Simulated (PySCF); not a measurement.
Compound: FGe₂H₈NSi.
Atom-mapped SMILES: `[NH2:1][Ge@H:2]([F:3])[GeH2:4][SiH3:5]` (hydrogens: H6, H7 on N1; H8 on Ge2; H9, H10 on Ge4; H11, H12, H13 on Si5)

Level of theory: PBE0-D3(BJ)/def2-SVP geometry optimisation, gas phase in PySCF 2.14.0.

(1) Give the optimised bond lengths and angles.

## Answers

(1) 
```csv
bond,length (pm)
N1–Ge2,181.3
Ge2–F3,176.9
Ge2–Ge4,241.9
Ge4–Si5,238.1
"N1–H6, N1–H7",101.6
Ge2–H8,153.7
Ge4–H9,154.1
Ge4–H10,154.0
"Si5–H11, Si5–H12, Si5–H13",149.3
```

Bonds in one row agree within 1 pm and their mean is given. A selection of angles:
```csv
angle,degrees
Ge2–N1–H6,116.5
Ge2–N1–H7,116.9
H6–N1–H7,109.9
N1–Ge2–F3,110.9
N1–Ge2–Ge4,111.9
N1–Ge2–H8,108.2
F3–Ge2–Ge4,102.6
F3–Ge2–H8,104.1
Ge4–Ge2–H8,118.7
Ge2–Ge4–Si5,105.2
Ge2–Ge4–H9,109.2
Ge2–Ge4–H10,110.4
Si5–Ge4–H9,111.5
Si5–Ge4–H10,112.1
H9–Ge4–H10,108.4
Ge4–Si5–H11,110.7
Ge4–Si5–H12,109.2
H11–Si5–H12,109.2
```

Dihedral angles: N1–Ge2–Ge4–Si5 135° (anticlinal).

Ge4 (germanium bonded to Ge, Si and 2 H) is distorted tetrahedral (angles from 105.2° to 112.1°). Ge2 (germanium bonded to F, Ge, N and H) is distorted tetrahedral (angles from 102.6° to 118.7°). N1 (nitrogen bonded to Ge and 2 H) is pyramidal (angles 116.9°, 116.5° and 109.9°, sum 343.2°, 0.29 Å off the plane of its three neighbours). Si5 (SiH3 silicon) is tetrahedral (angles from 108.9° to 110.7°).

Point group: C1 (no symmetry element, even within 0.4 Å). Stationary, but not proved a minimum. The numbers are those of one conformer (H–N1–Ge2–F3 69° and -64°, N1–Ge2–Ge4–Si5 135°).
